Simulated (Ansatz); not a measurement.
Computed with Ansatz on PBE0-D4/def2-TZVP structures; ΔE is electronic, products minus reactants. CCSD(T)/CBS adds triple-zeta CCSD(T) − MP2 to the extrapolated MP2 energy (def2 sets, frozen cores). DFT in def2-TZVPP. For Ge outer-core shells are correlated without core-valence functions, which leaves a few kJ/mol of doubt a bond. Scalar relativity is left out up to krypton. One conformer a species, not always the lowest.

`O[CH]([SiH3])[GeH3]` + `C=C(F)S` → `C=C(F)S[SiH3]` + `O[CH2][GeH3]`  (ligand exchange at the Si–C bond)

`O[CH]([SiH3])[GeH3]`:

Z-matrix (Å, degrees):
```
C
Si 1 1.887
Ge 1 1.974 2 112.6
O 1 1.429 2 111.7 3 -119.5
H 1 1.100 2 109.1 3 117.1
H 2 1.486 1 110.8 3 52.2
H 2 1.488 1 110.6 3 -69.5
H 2 1.492 1 108.3 3 171.0
H 3 1.536 1 109.4 2 179.0
H 3 1.536 1 109.6 2 -60.4
H 3 1.539 1 108.7 2 59.2
H 4 0.962 1 108.8 2 -56.0
```

`C=C(F)S`:

Cartesian coordinates in Å:
```
C 0.402 0.484 -0.716
C -0.120 0.265 0.479
F -0.218 1.253 1.374
S -0.766 -1.206 1.180
H 0.484 -0.308 -1.444
H 0.752 1.475 -0.971
H -0.535 -1.963 0.098
```

`C=C(F)S[SiH3]`:

Z-matrix (Å, degrees):
```
Si
S 1 2.151
H 1 1.483 2 103.3
H 1 1.483 2 110.2 3 -118.6
H 1 1.481 2 112.0 3 118.4
C 2 1.754 1 99.9 3 170.9
F 6 1.342 2 114.3 1 42.9
C 6 1.322 2 125.3 1 -139.9
H 8 1.082 6 120.1 2 -174.4
H 8 1.079 6 120.2 2 5.0
```

`O[CH2][GeH3]`:

```xyz
9

O     1.498    0.566   -0.502
C     0.538    0.280    0.497
Ge   -1.050   -0.479   -0.383
H     2.278    0.938   -0.083
H     0.235    1.180    1.047
H     0.912   -0.447    1.230
H    -1.636    0.535   -1.376
H    -2.102   -0.802    0.695
H    -0.673   -1.770   -1.125
```

| level | ΔE (eV) |
| --- | --- |
| ωB97M-V | -0.72 |
| B2PLYP | -0.75 |

Problem. What does CCSD(T)/CBS give? (Best estimate.)

Solution. The calculation gave: -0.72 eV. The listed levels differ from it by 0.00, -0.03 eV.

Largest T1 diagnostic among the species: 0.013.

In def2-TZVPP, CCSD(T) changes the Hartree–Fock value by +0.10 eV (the triples alone add +0.01 eV) and MP2 by +0.07 eV.
